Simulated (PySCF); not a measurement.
Si(F)2(NH2)2, SMILES F[Si](N)(N)F (H₄F₂N₂Si), singlet at its CAM-B3LYP/def2-SVP optimised geometry (Å):

```
9

N      1.3340    -0.6787     0.0000
Si    -0.3563    -0.6787     0.0000
N     -0.9709     0.8959     0.0000
F     -0.7690    -1.6099    -1.2537
F     -1.0719    -1.4013     1.2548
H      1.8756    -0.1039     0.6331
H      1.8655    -1.4468    -0.3917
H     -0.6344     1.6099    -0.6337
H     -1.8756     1.1143     0.3996
```

Calculation: CAM-B3LYP/def2-TZVP (PySCF). Cells within 0.4 Å of a nucleus heavier than hydrogen are left out (blank, or x).

Map of the electrostatic potential (hartree/e), clipped to [-0.08, 0.12] on the plane z = 1.5 Å:

```
|33333333333333333333333333333|
|33333333333333333333333333333|
|33333333333333333333333333333|
|33333333333322223333333333333|
|33333333333222222333333333333|
|33333333332222222233333333333|
|33334443332222222233333333333|
|33344444332111122233333333333|
|33344454432111112233333333333|
|33444555432100112333444444333|
|33344555432101122334444444433|
|33344555432111223345555544433|
|33334444432222334455676654443|
|33333333333334444456787654443|
|22333333333456665556898655443|
|22222222234567765456787654443|
|22222111258888765444566554443|
|22221111599998654333344444433|
|2211100299x999543222233333333|
|2211100299xx99432211223333333|
|21110001999996222111222333333|
|21110000399972111111222333333|
|11111000013211111122222333333|
|11111000000000111222222333333|
|11111100000000111222222333333|
|11111110000001112222222333333|
|21111111111111112222222233333|
|21111111111111122222222223333|
|22111111111111122222222222333|
```
Scale: ten equal steps from -0.046 (start of '0') to 0.120 (end of '9'), in the order '0123456789'; x runs from -4.00 to 4.00, y from -4.00 (bottom) to 4.00 (top).
